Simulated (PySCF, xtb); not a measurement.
W(O)2(F)2 cation (F₂O₂W), SMILES [W]([F])([F])(=[O])=[O] (connectivity only; charge and spin as stated), charge +1, multiplicity 2.

Harmonic wavenumbers (cm⁻¹) from GFN2-xTB (xtb) at its own minimum, in rising order: 164, 170, 192, 208, 238, 497, 498, 681, 723.

Task: What does PBE-D3(BJ)/def2-SVP (PySCF) give at its own minimum? (Estimate from the structure and the level; the computed values follow.)

Result: 178, 178, 227, 236, 246, 552, 753, 768, 939. Paired by order, the mean absolute difference is 79 cm⁻¹ and the zero-point energies are 4.8 and 5.8 kcal/mol.
